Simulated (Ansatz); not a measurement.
Relaxation of Cl2H5PSn (9 atoms, charge 0, multiplicity 1), to a largest force component of 0.03 eV/Å in at most 50 steps.

Level of theory: Ansatz, RKS PBE0/def2-SVP.

```xyz
9
Properties=species:S:1:pos:R:3:forces:R:3
Sn 0.495 -0.456 -0.398 -0.09 0.19 -0.39
H -0.359 -0.271 2.413 -1.30 0.94 -0.59
Cl 2.031 0.335 -1.996 -0.01 0.00 0.00
H -0.297 0.918 0.228 0.01 0.00 0.01
Cl -1.144 -1.664 -1.587 0.00 0.00 0.01
P 1.758 -1.960 1.100 0.21 -0.35 0.07
H 0.628 -2.830 1.229 0.06 0.03 0.00
H 2.308 -2.693 0.000 -0.03 0.05 0.04
H 0.160 -0.660 2.725 1.14 -0.85 0.85
```

**Question.** Where does it end, and by what steps?

**Answer.** The forces met the threshold. The force dipped under the threshold on the way, but the program's further checks kept it going. After 14 steps the energy has fallen by 0.122 eV; H2 moved furthest, 0.71 Å.

| step | energy less start (eV) | largest force component (eV/Å) | accepted |
| --- | --- | --- | --- |
| 0 | 0.0000 | 1.296 | yes |
| 1 | -0.0926 | 0.114 | yes |
| 2 | -0.1139 | 0.213 | yes |
| 3 | -0.1026 | 0.191 | no |
| 4 | -0.1185 | 0.047 | yes |
| 5 | -0.1203 | 0.129 | yes |
| 6 | -0.1180 | 0.091 | no |
| 7 | -0.1210 | 0.014 | yes |
| 8 | -0.1214 | 0.020 | yes |
| 9 | -0.1216 | 0.042 | yes |
| 10 | -0.1217 | 0.043 | yes |
| 11 | -0.1218 | 0.041 | yes |
| 12 | -0.1219 | 0.041 | yes |
| 13 | -0.1219 | 0.043 | yes |
| 14 | -0.1220 | 0.007 | yes |

```xyz
9
Properties=species:S:1:pos:R:3
Sn 0.553 -0.482 -0.584
H -0.647 -0.261 3.057
Cl 2.097 0.289 -2.180
H -0.229 0.890 0.066
Cl -1.083 -1.694 -1.766
P 1.804 -1.994 0.973
H 0.667 -2.849 1.112
H 2.332 -2.733 -0.129
H 0.084 -0.446 3.163
```

Whether the end is a true minimum wasn't checked by a vibrational analysis.

Time of the run: 49 s on 2 threads of Arm Neoverse V2 (shared host), peak memory 0.26 GiB.
